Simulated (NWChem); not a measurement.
A series in which one site is exchanged, each optimised at PBE0/def2-SVP with NWChem, gas phase unless a solvent is named. Some are not confirmed as minima by frequencies. def2 effective core potentials on Bi; no spin-orbit coupling.

A: [F][Bi]([F])[F] (BiF3; site = F)
B: [F][Bi]([F])[Cl] (BiClF$_{2}$; site = Cl)
C: [F][BiH][F] (BiHF₂; site = H)
D: [F][Bi]([F])[Br] (BiBrF₂; site = Br)

Values for A:

| Property | Result |
|---|---|
| dipole (D), PBE0/def2-SVP | 5.13 |
| orbital gap (eV), PBE0/def2-SVP | 8.16 |
| lowest singlet excitation, CAM-B3LYP/def2-SVPD, TDA (eV) | 7.26 |

How do these values change for the other members?


```json
[
 {"change from A": "dipole (D), PBE0/def2-SVP", "B": "-0.34", "C": "-0.66", "D": "-0.51"},
 {"change from A": "orbital gap (eV), PBE0/def2-SVP", "B": "-0.92", "C": "-1.41", "D": "-1.57"},
 {"change from A": "lowest singlet excitation, CAM-B3LYP/def2-SVPD, TDA (eV)", "B": "-1.31", "C": "-1.96", "D": "-2.03"}
]
```
